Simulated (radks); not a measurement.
Problem. Coulomb parameter of the 4f shell of the neodymium ion Nd+ in the model configuration [Xe] 4f3 5d1 6s1, as a second difference U = [E(n + 0.25) + E(n - 0.25) - 2 E(n)] / (0.25)^2 with all orbitals relaxed. "Bare": the charge of the atom changes with n. "Screened": the 5d shell takes up the change at fixed total charge, which measures U(4f,4f) + U(5d,5d) - 2 U(4f,5d). Calculated with a radial shooting solver on a logarithmic mesh with Libxc functionals: scalar-relativistic Kohn-Sham, LDA (Slater exchange, Perdew-Wang correlation), spin-unpolarised, spherical densities, finite nucleus; Fermi nuclear charge, rms radius 4.9123 fm. Estimate both.

Solution. U(bare) = 14.768 eV, U(screened by 5d) = 4.677 eV, against the Slater integral F0(4f,4f) = 25.605 eV with frozen orbitals.
